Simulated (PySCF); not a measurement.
TcO₂⁻, singlet: structure and spectrum

All numbers come from PySCF, PBE0, basis Tc def2-SVPD with ECP28, O def2-SVPD (scalar-relativistic core potentials, no spin–orbit coupling, density fitting).

The structure is a minimum.

```xyz
3
charge -1 multiplicity 1, angstrom
Tc    0.0000    0.0000   -0.1958
O     1.4876    0.0000    0.6053
O    -1.4876    0.0000    0.6053
```

```
Point group                                                                   : C2v
Bond lengths                                                                  : Tc–O 1.690 Å (×2)
Bond angles                                                                   : O–Tc–O 123.4°
Entropy at 298.15 K and 1 bar                                                 : 267.2 J/(mol K)
Principal polarisabilities                                                    : 82.3, 102.8, 104.7 bohr³
Principal quadrupole moments (Buckingham, traceless) about the centre of mass : -6.31, 0.90, 5.41 D Å
Highest occupied level                                                        : -0.15 eV
Enthalpy at 298.15 K above 0 K                                                : 11.29 kJ/mol
Dipole moment about the centre of mass                                        : 1.51 D
Rotational constants                                                          : 1.087, 0.2381, 0.1953 cm⁻¹
Zero-point energy                                                             : 13.1 kJ/mol
Heat capacity Cp at 298.15 K                                                  : 44.0 J/(mol K)
Rotational symmetry number                                                    : 2
Lowest empty level                                                            : 1.93 eV
```

Harmonic modes (masses in u: Tc 98.907, O 15.995):
| symmetry | ω (cm⁻¹) | IR (km/mol) | type |
| --- | --- | --- | --- |
| a1 | 287 | 0.0 | bend |
| b2 | 925 | 382 | stretch |
| a1 | 985 | 101 | stretch |

In C2v the vibrations span 2a1 + b2. Here b1 is antisymmetric to the molecular plane and b2 lies in it.

Charges (e); Mulliken and Löwdin values are unreliable with diffuse functions:
```csv
atom,Mulliken,Löwdin,polar tensor,Mayer order to Tc1
Tc1,0.58,0.45,0.63,–
"O2,3",-0.79,-0.72,-0.81,1.33
```

Mulliken populations on Tc1 (electrons outside its core potential): s 3.26, p 6.11, d 5.00, f 0.05.

Only a few start shapes were tried, so a lower isomer may exist. The lowest empty level of this anion is unbound, so it and the gap depend on the basis. At this level a triplet minimum of C2v symmetry lies 89 kJ/mol below this structure. At the minimum of this search the closed-shell solution is unstable towards spin polarisation, so a lower open-shell solution exists.

The final relaxation and frequency run took 14 s on 2 threads of a shared Arm Neoverse V1 host, with 80 basis functions and 7 gradients; the process peaked at 0.76 GiB.
